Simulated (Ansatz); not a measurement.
Abridged output of a molecular run in Ansatz:

```
Functional definition: HF
  name "HF"
  cite "Fock, Z. Phys. 61, 126 (1930) doi:10.1007/BF01340294"
  parent pbe
  exchange = exact_x
  correlation = 0
1446 factors; integrals over basis functions are off by at most 7.6e-4 eV
mean field evaluation 1: about -33040.0123 eV, gradient 4.4e1 eV
mean field evaluation 2: about -33040.3086 eV, gradient 4.4e1 eV
mean field evaluation 4: about -33043.9744 eV, gradient 3.2e0 eV
mean field evaluation 8: about -33044.0296 eV, gradient 2.6e-1 eV
mean field -33044.02983598 eV, -1214.3456984245 hartree, gradient 4.3e-6 eV, S^2 0.000000; 0 other end points of the search recorded, 0 dependent functions left out
17 core orbitals not correlated: weight in the atoms' cores, before any rotation towards them, 1.000 or more for the frozen orbitals, at most 0.000 for the correlated occupied ones
reference -33044.02983598 eV, -1214.3456984245 hartree; 16, 16 occupied and 211, 211 virtual orbitals, 1446 factors
second order -24.73614915 eV of doubles, -0.00000000 eV of singles
cycle   1  -25.24692273 eV  change   -5.1e-1 eV  update   1.0e-1
cycle   2  -25.82287366 eV  change   -5.8e-1 eV  update   3.0e-2
cycle   3  -25.95166889 eV  change   -1.3e-1 eV  update   1.5e-2
cycle   4  -25.93610733 eV  change    1.6e-2 eV  update   2.9e-3
cycle   5  -25.93490171 eV  change    1.2e-3 eV  update   1.2e-3
cycle   6  -25.93554487 eV  change   -6.4e-4 eV  update   3.4e-4
cycle   7  -25.93536044 eV  change    1.8e-4 eV  update   1.2e-4
cycle   8  -25.93531541 eV  change    4.5e-5 eV  update   3.4e-5
cycle   9  -25.93533030 eV  change   -1.5e-5 eV  update   1.3e-5
perturbative correction -0.87739392 eV, -0.0322436318 hartree
Total energy: -33070.84256020 eV, -1215.3310478652 hartree
```

Its atoms:

Z-matrix (Å, degrees):
```
Si
O 1 1.624
F 1 1.592 2 109.1
H 1 1.475 2 108.0 3 -117.1
H 1 1.477 2 110.4 3 118.1
Si 2 1.626 1 148.3 3 -64.1
Cl 6 2.050 2 109.9 1 -29.0
H 6 1.477 2 110.0 1 89.5
H 6 1.476 2 108.5 1 -147.0
```

Task: Which basis set was used?
A. def2-SVPD
B. cc-pV(D+d)Z
C. def2-TZVPP
D. def2-TZVPPD

Result: C. It gives 244 functions.

Task: Write the keys of the input that set method, charge and spin (a neutral closed shell needs none for the last two).

Result: 
```yaml
correlation: {method: ccsd_t}
```
